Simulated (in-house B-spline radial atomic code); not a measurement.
Radial electron density of C4+, 1s2. Computed with a radial B-spline atomic code at the basis-set limit: scalar-relativistic (X2C) B3LYP, spin-polarised, spherical fractional occupations, exact exchange averaged over the configuration, Fermi nucleus of rms radius 2.4702 fm.

Columns: r (bohr), 4πr²n(r) (electrons per bohr), bar.

```
 0.00981   0.1355 #
  0.0111   0.1705 #
  0.0125   0.2123 ##
  0.0141   0.2645 ##
  0.0159   0.3287 ##
  0.0179   0.4062 ###
  0.0202   0.5027 ####
  0.0227   0.6153 ####
  0.0256   0.7551 ######
  0.0289   0.9241 #######
  0.0326    1.124 ########
  0.0367    1.355 ##########
  0.0414    1.629 ############
  0.0467    1.944 ##############
  0.0526    2.298 #################
  0.0593    2.695 ####################
  0.0669    3.132 #######################
  0.0754    3.596 ##########################
   0.085    4.077 ##############################
  0.0959    4.563 #################################
   0.108    5.018 #####################################
   0.122    5.433 ########################################
   0.137     5.75 ##########################################
   0.155    5.971 ############################################
   0.175    6.039 ############################################
   0.197    5.942 ###########################################
   0.222    5.669 #########################################
    0.25    5.229 ######################################
   0.282    4.634 ##################################
   0.318    3.932 #############################
   0.359     3.17 #######################
   0.405     2.42 ##################
   0.456    1.747 #############
   0.514    1.174 #########
    0.58   0.7274 #####
   0.654   0.4142 ###
   0.737   0.2149 ##
   0.831  0.09977 #
   0.937  0.04107
```

On this grid the curve has 1 maximum, near 0.175 bohr.

The 1s up radial function P(r) = rR(r), positive near the nucleus:

```
r (bohr)        P
 0.00333  0.09273
 0.00424   0.1172
 0.00539   0.1476
 0.00685   0.1855
  0.0087   0.2326
  0.0111    0.292
  0.0141   0.3637
  0.0179   0.4507
  0.0227   0.5547
  0.0289   0.6797
  0.0367   0.8231
  0.0467    0.986
  0.0593    1.161
  0.0754    1.341
  0.0959     1.51
   0.122    1.648
   0.155    1.728
   0.197    1.724
    0.25    1.617
   0.318    1.402
   0.405      1.1
   0.514   0.7663
   0.654   0.4551
   0.831   0.2233
```
